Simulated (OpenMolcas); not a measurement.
Pr3+: input and output

Pr3+ among 3 point charges of -2 e arranged as a planar triangle (D3h), 2.8 Å from the ion.

Input:

```
&GATEWAY
Coord
1

Pr 0.0 0.0 0.0
Basis=ANO-RCC-VTZP
Group=NoSym
NoMove
AngMom=0.0 0.0 0.0
AMFI
XField
3 Angstrom 0
2.800000 0.000000 0.000000 -2.000000
-1.400000 2.424871 0.000000 -2.000000
-1.400000 -2.424871 0.000000 -2.000000
&SEWARD
&RASSCF
FileOrb=start.orb
Symmetry=1
Spin=3
nActEl=2 0 0
Inactive=27
Ras2=7
CIRoot=21 21 1
SDav=21
CIMx=300
Iter=120 100
PrWF=0.3
OrbListing=Nothing
MaxOrb=0
>>> COPY $Project.JobIph JOB001
&RASSCF
FileOrb=start.orb
Symmetry=1
Spin=1
nActEl=2 0 0
Inactive=27
Ras2=7
CIRoot=28 28 1
SDav=28
CIMx=300
Iter=120 100
PrWF=0.3
OrbListing=Nothing
MaxOrb=0
CIOnly
>>> COPY $Project.JobIph JOB002
&RASSI
NrOfJobIphs=2 21 27
1 2 3 4 5 6 7 8 9 10 11 12 13 14 15 16 17 18 19 20 21
1 2 3 4 5 6 7 8 9 10 11 12 13 14 15 16 17 18 19 20 21 22 23 24 25 26 27
IphNames
JOB001
JOB002
EJob
SpinOrbit
DIPRint=1.0
SOCoupling=1000.0
Subsets=2
Property=9
'ANGMOM' 1 'ANGMOM' 2 'ANGMOM' 3 'MLTPL  1' 1 'MLTPL  1' 2 'MLTPL  1' 3
'AMFI' 1 'AMFI' 2 'AMFI' 3
SOProperty=3
'ANGMOM' 1 'ANGMOM' 2 'ANGMOM' 3
```

Launched by
```bash
OMP_NUM_THREADS=1 MOLCAS_MEM=2252 MOLCAS_PROJECT=a pymolcas a.inp > a.log  # once for each step of the input, in one work folder
```

A driver script runs the steps one by one and writes start.orb anew before each from the orbitals found so far, so a CI-only block uses the converged orbitals of the first block.

Output, cut to the results:

```
--- SEWARD ---
Basis set label: PR.ANO-RCC...8S7P5D3F2G1H.

      Electronic valence basis set:
      ------------------
      Associated Effective Charge  59.000000 au
      Associated Actual Charge     59.000000 au
      Nuclear Model: Point charge

      Shell  nPrim  nBasis  Cartesian Spherical Contaminant
         s      25       8        X
         p      22       7        X
         d      15       5                 X
         f      11       3                 X
         g       4       2                 X
         h       2       1                 X
                  Relativistic Douglas-Kroll-Hess integrals:
                    - DKH order of Hamiltonian: 2
                    - DKH order of Properties : 0
                  Atomic mean-field integrals
--- RASSCF ---
Wave function specifications:
      -----------------------------

      Number of closed shell electrons          54
      Number of electrons in active shells       2
      Max number of holes in RAS1 space          0
      Max nr of electrons in RAS3 space          0
      Number of inactive orbitals               27
      Number of active orbitals                  7
      Number of secondary orbitals              70
      Spin quantum number                      1.0
      State symmetry                             1
Orbital specifications:
      -----------------------

      Symmetry species                           1
                                                 a
      Frozen orbitals                            0
      Inactive orbitals                         27
      Active orbitals                            7
      RAS1 orbitals                              0
      RAS2 orbitals                              7
      RAS3 orbitals                              0
      Secondary orbitals                        70
      Deleted orbitals                           0
      Number of basis functions                104
      Number of CSFs                            21
      Number of root(s) required                21
      Iter CI   SX   CI       RASSCF       Energy    max ROT     max BLB   max BLB  Level Ln srch  Step   QN
          iter iter root      energy       change     param      element    value   shift minimum  type update
 Nr of preliminary CI iterations:   1
      Total energies have been shifted. Add                -9000.00 au
        1   1   12    0  -231.80332146    0.00E+00  -7.52E-02   26  42 1 -1.88E-01*  0.43   0.00    SX    NO
        2   1   11    0  -231.86050601   -5.72E-02* -2.53E-02   23  56 1  5.64E-02*  0.60   0.00    SX    NO
        3   1   11    0  -231.86634589   -5.84E-03* -5.38E-03   25  38 1  1.74E-02*  0.55   0.00    SX    NO
        4   1    9    0  -231.86701528   -6.69E-04* -2.76E-03   23  56 1  5.33E-03*  0.56   0.00    SX    NO
        5   1    9    0  -231.86710547   -9.02E-05* -7.43E-04   25  38 1  2.34E-03*  0.56   0.99    QN   YES
        6   1    8    0  -231.86712152   -1.60E-05* -3.02E-04   26  47 1 -9.60E-04*  0.56   1.41    LS   YES
        7   1    7    0  -231.86712298   -1.47E-06*  1.38E-04   25  51 1  4.16E-04*  0.56   1.00    QN   YES
        8   1    7    0  -231.86712344   -4.59E-07*  1.15E-04   25  51 1  2.01E-04*  0.56   1.83    LS   YES
        9   1    7    0  -231.86712356   -1.20E-07*  1.74E-05   27  43 1 -4.52E-05   0.56   1.00    QN   YES
       10   1    5    0  -231.86712357   -5.22E-09  -9.11E-06   27  43 1 -1.27E-05   0.56   1.36    QN   YES
      Convergence after 10 iterations
       11   1    5    0  -231.86712357   -6.93E-10  -9.11E-06   27  31 1  3.46E-06   0.56   1.36    QN   YES
      Natural orbitals and occupation numbers for root  1
      sym 1:   0.009046   0.685466   0.305489   0.000000   0.685466   0.305489   0.009046
      Natural orbitals and occupation numbers for root  2
      sym 1:  -0.000000   0.633888   0.015936   0.350176   0.633888   0.350176   0.015936
      Natural orbitals and occupation numbers for root  3
      sym 1:  -0.000000   0.015639   0.350825   0.350825   0.633537   0.633537   0.015639
::    RASSCF root number  1 Total energy:  -9231.89797652
::    RASSCF root number  2 Total energy:  -9231.89762055
::    RASSCF root number  3 Total energy:  -9231.89762055
::    RASSCF root number  4 Total energy:  -9231.89652318
::    RASSCF root number  5 Total energy:  -9231.89652318
::    RASSCF root number  6 Total energy:  -9231.89468435
::    RASSCF root number  7 Total energy:  -9231.89464108
...
--- RASSI ---
SPIN-FREE ENERGIES:
  (Shifted by EMIN (a.u.) =      -9231.8979765249)

 SF State       Relative EMIN(au)   Rel lowest level(eV)    D:o, cm**(-1)      L_eff

     1             0.0000000000        0.0000000000              0.0000         5.0
     2             0.0003559748        0.0096865675             78.1274         5.0
     3             0.0003559748        0.0096865675             78.1274         5.0
     4             0.0014533483        0.0395476211            318.9731         5.0
     5             0.0014533483        0.0395476211            318.9731         5.0
     6             0.0032921771        0.0895847033            722.5494         5.0
     7             0.0033354476        0.0907621525            732.0461         5.0
     8             0.0057471297        0.1563873664           1261.3492         5.0
     9             0.0057471297        0.1563873664           1261.3492         5.0
    10             0.0080793070        0.2198491442           1773.2029         5.0
    11             0.0080793070        0.2198491442           1773.2029         5.0
    12             0.0297777898        0.8102949411           6535.4694         3.0
    13             0.0298215900        0.8114868028           6545.0825         3.0
    14             0.0313319536        0.8525858915           6876.5690         3.0
    15             0.0313319536        0.8525858915           6876.5690         3.0
    16             0.0316631189        0.8615973568           6949.2513         3.0
    17             0.0316631189        0.8615973568           6949.2513         3.0
    18             0.0316699997        0.8617845956           6950.7615         3.0
    22             0.0328534811        0.8939887625           7210.5056         4.0
    23             0.0332153586        0.9038359528           7289.9286         4.0
    24             0.0332153586        0.9038359528           7289.9286         4.0
...
```

Spin-orbit levels above the lowest (labels of D3, the rotations of D3h):

```
E (cm-1)  Degeneracy  Label  2S+1     J  |mJ| (%)                g
     0.0           1     A1     3  3.99   0 (100)                 
   104.4           2      E     3  3.99   1 (100)   0.00 0.00 1.76
   422.0           2      E     3  4.00   2 (100)   0.00 0.00 3.52
   938.2           1     A2     3  4.02   3 (100)                 
   944.9           1     A1     3  4.02   3 (100)                 
    1552           2      E     3  4.02   4 (100)   0.00 0.00 6.69
    2295           1     A2     3  4.98   0 (100)                 
    2371           2      E     3  4.98   1 (100)   0.00 0.00 2.02
    2597           2      E     3  4.98   2 (100)   0.00 0.00 4.04
    2953           1     A1     3  4.99   3 (100)                 
    2959           1     A2     3  4.98   3 (100)                 
    3403           2      E     3  5.00   4 (100)   0.00 0.00 8.27
    3891           2      E     3  5.01   5 (100)  0.00 0.00 10.47
    4636           1     A1     3  5.97   0 (100)                 
    4695           2      E     3  5.97   1 (100)   0.00 0.00 2.23
    4872           2      E     3  5.96   2 (100)   0.00 0.00 4.46
    5162           1     A2     3  5.96   3 (100)                 
    5169           1     A1     3  5.96   3 (100)                 
    5555           2      E     3  5.97   4 (100)   0.00 0.00 9.08
    5994           2      E     3  5.99   5 (100)  0.00 0.00 11.52
```

This is an electrostatic model: the charges have no orbitals. The first state left out of the spin-orbit step lies near 63000 cm-1 above the lowest spin-free state of the reference (among the parities and spins computed), and the lists stop at four fifths of that energy or lower. No measured value stands beside these numbers.

The RASSCF and RASSI steps took 15 s on 1 thread of Arm Neoverse V1, on a shared host; the integral step is not counted.

With an even number of electrons the g values are those of a degenerate or nearly degenerate non-Kramers pair.
